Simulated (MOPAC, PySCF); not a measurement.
C2H2S, SMILES `C=C=S`, neutral singlet in the gas phase. 

Cartesian coordinates (Å):
```xyz
5

C     -0.6062     0.0028    -0.1236
C      0.6861    -0.0032    -0.2911
S      2.2241    -0.0103    -0.4905
H     -1.1820     0.9005    -0.3157
H     -1.1221    -0.8898     0.2100
```
Charge 0, spin multiplicity 1.

All levels are single points at this geometry (PBE0-D3(BJ)/def2-TZVP); Pople sets use spherical d functions. Orbital energies aren't observables, and empty levels follow the basis.

PBE/6-31G* in PySCF gives dipole (D) = 1.24.

Q: Estimate the dipole (D) from each of these levels: PBE-D3(BJ)/def2-TZVP in PySCF; TPSSh-D3(BJ)/def2-TZVP in PySCF; B3LYP/3-21G in PySCF; B3LYP/6-311+G** in PySCF; BP86/6-31G* in PySCF; M06-2X/6-31G* in PySCF; SVWN5/6-31G* in PySCF; HF/3-21G in PySCF; HF/6-31G* in PySCF; HF/STO-3G in PySCF; AM1 in MOPAC; PM3 in MOPAC.

A: 
```json
[
 {"level": "PBE-D3(BJ)/def2-TZVP in PySCF", "dipole (D)": "0.96"},
 {"level": "TPSSh-D3(BJ)/def2-TZVP in PySCF", "dipole (D)": "1.08"},
 {"level": "B3LYP/3-21G in PySCF", "dipole (D)": "1.51"},
 {"level": "B3LYP/6-311+G** in PySCF", "dipole (D)": "1.08"},
 {"level": "BP86/6-31G* in PySCF", "dipole (D)": "1.24"},
 {"level": "M06-2X/6-31G* in PySCF", "dipole (D)": "1.29"},
 {"level": "SVWN5/6-31G* in PySCF", "dipole (D)": "1.25"},
 {"level": "HF/3-21G in PySCF", "dipole (D)": "2.08"},
 {"level": "HF/6-31G* in PySCF", "dipole (D)": "1.75"},
 {"level": "HF/STO-3G in PySCF", "dipole (D)": "0.35"},
 {"level": "AM1 in MOPAC", "dipole (D)": "1.54"},
 {"level": "PM3 in MOPAC", "dipole (D)": "1.95"}
]
```
